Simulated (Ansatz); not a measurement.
`[SiH3]C/C=C/Cl` and `C=CCl` differ in one atom or group.

Ansatz, PBE0-D4/def2-TZVP geometries, multiplicity 1. Each molecule was computed in one conformer, which needn't be the lowest.

```json
{"property": "HOMO–LUMO gap (PBE/def2-TZVPP) / eV", "`[SiH3]C/C=C/Cl`": "4.69"}
{"property": "HOMO–LUMO gap (B3LYP/def2-TZVPP) / eV", "`[SiH3]C/C=C/Cl`": "6.33"}
{"property": "HOMO energy (PBE0/def2-TZVPP) / eV", "`[SiH3]C/C=C/Cl`": "-6.99"}
{"property": "size of the dipole moment (PBE/def2-TZVPP) / D", "`[SiH3]C/C=C/Cl`": "1.63"}
{"property": "HOMO energy (PBE/def2-TZVPP) / eV", "`[SiH3]C/C=C/Cl`": "-5.87"}
{"property": "size of the dipole moment (ωB97M-V/def2-TZVPP) / D", "`[SiH3]C/C=C/Cl`": "1.74"}
```

**Question.** What does the change do to each property? (Estimate.)

**Answer.** Computed: 
```csv
property,`C=CCl`,shift
HOMO–LUMO gap (PBE/def2-TZVPP) / eV,5.12,0.43
HOMO–LUMO gap (B3LYP/def2-TZVPP) / eV,6.83,0.50
HOMO energy (PBE0/def2-TZVPP) / eV,-7.57,-0.58
size of the dipole moment (PBE/def2-TZVPP) / D,1.26,-0.37
HOMO energy (PBE/def2-TZVPP) / eV,-6.39,-0.52
size of the dipole moment (ωB97M-V/def2-TZVPP) / D,1.38,-0.36
```

Dipoles are sizes alone; their direction can turn.

B3LYP here is the variant with VWN-RPA as its local correlation; programs differ in this.
